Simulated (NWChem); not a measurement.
The numbers come from NWChem runs, not from measurements. System: CH₄Si, charge 1, spin multiplicity 2, at the geometry of a parent with another charge or spin, in a state set for the comparison that need not be this species' ground state. Its SCF solution wasn't tested for a lower state. Level: UHF/6-31+G* (spherical d).

Input file:

```
start mol
memory heap 200 mb stack 900 mb global 1100 mb
charge 1
geometry units angstroms nocenter noautoz
  Si    -0.532134     0.553101     0.000000
  H      0.612838     1.603770     0.000000
  C      0.665956    -0.941803     0.000000
  H      0.157878    -1.926085     0.000000
  H      1.341708    -0.885143     0.884357
  H      1.341708    -0.885143    -0.884357
  symmetry group Cs
end
basis spherical
  * library 6-31+g*
end
scf
  uhf
  nopen 1
  maxiter 100
  thresh 1e-7
  semidirect memsize 60000000 filesize 0
  # guess.movecs holds the orbitals of an unrestricted PBE0 run
  vectors input guess.movecs output mol.movecs
end
task scf energy
```

Part of the output:

```
             Northwest Computational Chemistry Package (NWChem) 7.3.0
             --------------------------------------------------------

                                NWChem Input Module
                                -------------------

 Scaling coordinates for geometry "geometry" by  1.889725989
 (inverse scale =  0.529177249)

 Turning off AUTOSYM since
 SYMMETRY directive was detected!

                             Geometry "geometry" -> ""
                             -------------------------

 Output coordinates in angstroms (scale by  1.889725989 to convert to a.u.)

  No.       Tag          Charge          X              Y              Z
 ---- ---------------- ---------- -------------- -------------- --------------
    1 Si                  14.0000    -0.53213400     0.55310100     0.00000000
    2 H                    1.0000     0.61283800     1.60377000     0.00000000
    3 C                    6.0000     0.66595600    -0.94180300     0.00000000
    4 H                    1.0000     0.15787800    -1.92608500     0.00000000
    5 H                    1.0000     1.34170800    -0.88514300     0.88435700
    6 H                    1.0000     1.34170800    -0.88514300    -0.88435700

 Effective nuclear repulsion energy (a.u.)      47.9545700937

            Nuclear Dipole moment (a.u.)
            ----------------------------
        X                 Y               Z
 ---------------- ---------------- ----------------
    -0.0000151178    -0.0000094486     0.0000000000

      Symmetry information
      --------------------

 Group name             Cs
 Group number              2
 Group order               2
 No. of unique centers     5

      Symmetry unique atoms

     1    2    3    4    5


 Summary of "ao basis" -> "" (spherical)
 ------------------------------------------------------------------------------
       Tag                 Description            Shells   Functions and Types
 ---------------- ------------------------------  ------  ---------------------
 *                          6-31+g*                   on all atoms

 Summary of "ao basis" -> "ao basis" (spherical)
 ------------------------------------------------------------------------------
       Tag                 Description            Shells   Functions and Types
 ---------------- ------------------------------  ------  ---------------------
 Si                         6-31+g*                 10       22   5s4p1d
 H                          6-31+g*                  2        2   2s
 C                          6-31+g*                  8       18   4s3p1d

                                 NWChem SCF Module
                                 -----------------

  ao basis        = "ao basis"
  functions       =    48
  atoms           =     6
  alpha electrons =    12
  beta  electrons =    11
  charge          =   1.00
  wavefunction    = UHF
  use symmetry    = T
  symmetry adapt  = T

 Summary of "ao basis" -> "ao basis" (spherical)
 ------------------------------------------------------------------------------
       Tag                 Description            Shells   Functions and Types
 ---------------- ------------------------------  ------  ---------------------
 Si                         6-31+g*                 10       22   5s4p1d
 H                          6-31+g*                  2        2   2s
 C                          6-31+g*                  8       18   4s3p1d

      Symmetry analysis of basis
      --------------------------

        a'         35
        a"         13

 Forming initial guess at       0.0s

   Symmetry analysis of molecular orbitals - initial alpha
   -------------------------------------------------------

  Numbering of irreducible representations:

     1 a'          2 a"

  Orbital symmetries:

     1 a'          2 a'          3 a'          4 a"          5 a'
     6 a'          7 a'          8 a'          9 a'         10 a"
    11 a'         12 a'         13 a"         14 a'         15 a'
    16 a'         17 a'         18 a"         19 a'         20 a'
    21 a'         22 a"

   Symmetry analysis of molecular orbitals - initial beta
   ------------------------------------------------------

  Numbering of irreducible representations:

     1 a'          2 a"

  Orbital symmetries:

     1 a'          2 a'          3 a'          4 a"          5 a'
     6 a'          7 a'          8 a'          9 a'         10 a"
    11 a'         12 a'         13 a"         14 a'         15 a'
    16 a'         17 a'         18 a"         19 a'         20 a'
    21 a"         22 a'

 Starting SCF solution at       0.0s

 ----------------------------------------------
         Quadratically convergent UHF

 Convergence threshold     :          1.000E-07
 Maximum no. of iterations :          100
 Integral*density screening:          1.000E-09
 ----------------------------------------------

              iter       energy          gnorm     gmax       time
             ----- ------------------- --------- --------- --------
                 1     -328.7484869102  2.78D-01  6.27D-02      0.1
                 2     -328.7587593474  1.83D-02  5.10D-03      0.1
                 3     -328.7589122711  1.96D-04  8.59D-05      0.2
                 4     -328.7589122985  5.29D-08  1.72D-08      0.2

       Final UHF  results
       ------------------

         Total SCF energy =   -328.758912298477
      One electron energy =   -542.872072306193
      Two electron energy =    166.158589914061
 Nuclear repulsion energy =     47.954570093655

                       Sz =      0.5000
                 Sz(Sz+1) =      0.7500
[...]
    3   -6.4603
    4   -4.5676
    5   -4.5621
    6   -4.5576
    7   -1.1741
    8   -0.9171
    9   -0.7838
   10   -0.7665
   11   -0.6938
   12   -0.6539
   13   -0.2329
   14   -0.1161
   15   -0.0842
   16   -0.0564
   17   -0.0505
   18   -0.0420
   19   -0.0098
   20   -0.0021
   21    0.0016
   22    0.0373

          Final beta eigenvalues
          ----------------------

              1
    1  -69.1013
    2  -11.4455
    3   -6.4509
    4   -4.5584
    5   -4.5557
    6   -4.5458
    7   -1.1544
    8   -0.8594
    9   -0.7666
   10   -0.7615
   11   -0.6616
   12   -0.2561
   13   -0.2059
   14   -0.0965
   15   -0.0750
   16   -0.0514
   17   -0.0480
   18   -0.0195
   19   -0.0063
   20   -0.0017
   21    0.0149
   22    0.0492

                    UHF Final Alpha Molecular Orbital Analysis
                    ------------------------------------------

 Vector   10  Occ=1.000000D+00  E=-7.665412D-01  Symmetry=a"
              MO Center=  9.3D-01, -8.8D-01,  6.4D-14, r^2= 1.3D+00
   Bfn.  Coefficient  Atom+Function         Bfn.  Coefficient  Atom+Function
  ----- ------------  ---------------      ----- ------------  ---------------
    29      0.439011  3 C  pz                33      0.277314  3 C  pz
    45      0.226759  5 H  s                 47     -0.226759  6 H  s

 Vector   11  Occ=1.000000D+00  E=-6.938234D-01  Symmetry=a'
              MO Center=  2.8D-01,  1.4D-01,  9.0D-15, r^2= 2.6D+00
   Bfn.  Coefficient  Atom+Function         Bfn.  Coefficient  Atom+Function
  ----- ------------  ---------------      ----- ------------  ---------------
     8      0.403271  1 Si py                28     -0.331872  3 C  py
    24      0.290561  2 H  s                 23      0.234144  2 H  s
    32     -0.213193  3 C  py                 4     -0.152381  1 Si py
    43      0.152984  4 H  s

 Vector   12  Occ=1.000000D+00  E=-6.539042D-01  Symmetry=a'
              MO Center= -5.0D-01,  3.6D-01,  1.3D-14, r^2= 2.6D+00
   Bfn.  Coefficient  Atom+Function         Bfn.  Coefficient  Atom+Function
  ----- ------------  ---------------      ----- ------------  ---------------
     7      0.582877  1 Si px                 6     -0.283003  1 Si s
    10     -0.238212  1 Si s                 27     -0.235832  3 C  px
     3     -0.202442  1 Si px                11      0.177620  1 Si px
    31     -0.166049  3 C  px                24      0.158666  2 H  s

 Vector   13  Occ=0.000000D+00  E=-2.328743D-01  Symmetry=a"
              MO Center= -5.7D-01,  5.8D-01,  1.2D-12, r^2= 3.0D+00
   Bfn.  Coefficient  Atom+Function         Bfn.  Coefficient  Atom+Function
  ----- ------------  ---------------      ----- ------------  ---------------
     9      0.561737  1 Si pz                13      0.537576  1 Si pz
     5     -0.208417  1 Si pz

 Vector   14  Occ=0.000000D+00  E=-1.160555D-01  Symmetry=a'
              MO Center= -4.7D-01,  7.3D-02, -7.7D-12, r^2= 7.8D+00
   Bfn.  Coefficient  Atom+Function         Bfn.  Coefficient  Atom+Function
  ----- ------------  ---------------      ----- ------------  ---------------
    14      2.606293  1 Si s                 34     -2.357622  3 C  s
    16     -0.959222  1 Si py                12     -0.782692  1 Si py
    15      0.666282  1 Si px                30     -0.552609  3 C  s
    35      0.508271  3 C  px                36     -0.476955  3 C  py
    24      0.401665  2 H  s                  8     -0.286249  1 Si py

 Vector   15  Occ=0.000000D+00  E=-8.420346D-02  Symmetry=a'
              MO Center= -1.5D+00,  1.8D+00, -1.5D-11, r^2= 8.3D+00
   Bfn.  Coefficient  Atom+Function         Bfn.  Coefficient  Atom+Function
  ----- ------------  ---------------      ----- ------------  ---------------
    14      1.590680  1 Si s                 10     -1.023376  1 Si s
    16      0.434318  1 Si py                15     -0.360121  1 Si px
     6     -0.233108  1 Si s

                     UHF Final Beta Molecular Orbital Analysis
                     -----------------------------------------

 Vector    9  Occ=1.000000D+00  E=-7.665808D-01  Symmetry=a'
              MO Center=  5.9D-01, -1.1D+00, -1.5D-13, r^2= 1.4D+00
   Bfn.  Coefficient  Atom+Function         Bfn.  Coefficient  Atom+Function
  ----- ------------  ---------------      ----- ------------  ---------------
    27      0.360172  3 C  px                28      0.235292  3 C  py
    43     -0.233406  4 H  s                 31      0.229357  3 C  px
    32      0.162547  3 C  py

 Vector   10  Occ=1.000000D+00  E=-7.615475D-01  Symmetry=a"
              MO Center=  9.3D-01, -8.8D-01,  2.0D-13, r^2= 1.3D+00
   Bfn.  Coefficient  Atom+Function         Bfn.  Coefficient  Atom+Function
  ----- ------------  ---------------      ----- ------------  ---------------
    29      0.436425  3 C  pz                33      0.280709  3 C  pz
    45      0.226006  5 H  s                 47     -0.226006  6 H  s

 Vector   11  Occ=1.000000D+00  E=-6.616297D-01  Symmetry=a'
              MO Center=  2.1D-01,  1.8D-01,  2.6D-14, r^2= 2.5D+00
   Bfn.  Coefficient  Atom+Function         Bfn.  Coefficient  Atom+Function
  ----- ------------  ---------------      ----- ------------  ---------------
     8      0.463913  1 Si py                28     -0.289963  3 C  py
    24      0.259402  2 H  s                 23      0.203020  2 H  s
    32     -0.181504  3 C  py                 4     -0.171680  1 Si py

 Vector   12  Occ=0.000000D+00  E=-2.561201D-01  Symmetry=a'
              MO Center= -8.4D-01,  5.4D-01,  9.3D-12, r^2= 2.8D+00
   Bfn.  Coefficient  Atom+Function         Bfn.  Coefficient  Atom+Function
  ----- ------------  ---------------      ----- ------------  ---------------
    10      0.525489  1 Si s                  7     -0.380116  1 Si px
     6      0.274446  1 Si s                 24     -0.262066  2 H  s
    11     -0.206823  1 Si px                14      0.165620  1 Si s
     3      0.157138  1 Si px

 Vector   13  Occ=0.000000D+00  E=-2.059030D-01  Symmetry=a"
              MO Center= -5.3D-01,  5.8D-01, -1.2D-11, r^2= 3.3D+00
   Bfn.  Coefficient  Atom+Function         Bfn.  Coefficient  Atom+Function
  ----- ------------  ---------------      ----- ------------  ---------------
    13      0.538526  1 Si pz                 9      0.521057  1 Si pz
     5     -0.197440  1 Si pz                17      0.161197  1 Si pz

 Vector   14  Occ=0.000000D+00  E=-9.650227D-02  Symmetry=a'
              MO Center= -4.9D-02, -1.9D-01,  1.4D-11, r^2= 1.0D+01
   Bfn.  Coefficient  Atom+Function         Bfn.  Coefficient  Atom+Function
  ----- ------------  ---------------      ----- ------------  ---------------
    14      3.319547  1 Si s                 34     -2.682255  3 C  s
    16     -1.127684  1 Si py                15      0.829516  1 Si px
    36     -0.575827  3 C  py                35      0.555103  3 C  px
    12     -0.503862  1 Si py                30     -0.467705  3 C  s
    10     -0.338844  1 Si s                 24      0.185037  2 H  s

 center of mass
 --------------
 x =  -0.14663434 y =   0.08860541 z =   0.00000000

 moments of inertia (a.u.)
 ------------------
         102.105853508767          61.816093628083           0.000000000000
          61.816093628083          66.377877908814           0.000000000000
           0.000000000000           0.000000000000         157.224777913968

  Mulliken analysis of the total density
  --------------------------------------

    Atom       Charge   Shell Charges
 -----------   ------   -------------------------------------------------------
    1 Si  14    12.98   2.00  2.00  5.97  1.14  1.34  0.30  0.15 -0.02  0.00  0.10
    2 H    1     1.00   0.45  0.54
    3 C    6     6.91   2.00  0.64  2.02  0.81  1.37  0.05 -0.00  0.03
    4 H    1     0.71   0.50  0.21
    5 H    1     0.70   0.49  0.21
    6 H    1     0.70   0.49  0.21

  Mulliken analysis of the alpha density
  --------------------------------------

    Atom       Charge   Shell Charges
 -----------   ------   -------------------------------------------------------
    1 Si  14     6.84   1.00  1.00  2.99  0.65  0.87  0.17  0.12 -0.02  0.00  0.05
    2 H    1     0.57   0.26  0.31
    3 C    6     3.54   1.00  0.32  1.06  0.41  0.70  0.03 -0.00  0.02
    4 H    1     0.35   0.25  0.10
    5 H    1     0.35   0.25  0.11
    6 H    1     0.35   0.25  0.11

   Mulliken analysis of the beta density
   -------------------------------------

    Atom       Charge   Shell Charges
 -----------   ------   -------------------------------------------------------
    1 Si  14     6.14   1.00  1.00  2.98  0.50  0.47  0.13  0.02 -0.00  0.00  0.04
    2 H    1     0.43   0.19  0.24
    3 C    6     3.37   1.00  0.31  0.96  0.40  0.67  0.02 -0.00  0.02
    4 H    1     0.36   0.25  0.11
    5 H    1     0.35   0.24  0.11
    6 H    1     0.35   0.24  0.11

   Mulliken analysis of the spin density
   -------------------------------------

    Atom       Charge   Shell Charges
 -----------   ------   -------------------------------------------------------
    1 Si  14     0.70   0.00  0.00  0.00  0.15  0.41  0.04  0.10 -0.01 -0.00  0.01
    2 H    1     0.14   0.07  0.07
    3 C    6     0.17   0.00  0.01  0.10  0.01  0.03  0.01 -0.00  0.00
    4 H    1    -0.01  -0.01 -0.01
    5 H    1     0.00   0.00 -0.00
    6 H    1     0.00   0.00 -0.00

       Multipole analysis of the density wrt the origin
       ------------------------------------------------

     L   x y z        total         alpha         beta         nuclear
     -   - - -        -----         -----         ----         -------
     0   0 0 0      1.000000    -12.000000    -11.000000     24.000000

     1   1 0 0     -0.626858      0.412663     -1.039506     -0.000015
     1   0 1 0      0.492724     -0.287594      0.780327     -0.000009
     1   0 0 1     -0.000000     -0.000000     -0.000000      0.000000

     2   2 0 0    -10.815805    -27.540810    -21.221744     37.946748
     2   1 1 0     -1.842104     17.260846     15.108461    -34.211411
     2   1 0 1     -0.000000     -0.000000     -0.000000      0.000000
     2   0 2 0    -11.364871    -38.578085    -35.115019     62.328233
     2   0 1 1     -0.000000     -0.000000     -0.000000      0.000000
     2   0 0 2    -11.174022     -8.976729     -7.783060      5.585768

 Task  times  cpu:        0.2s     wall:        0.2s

 Total times  cpu:        0.2s     wall:        0.2s
```
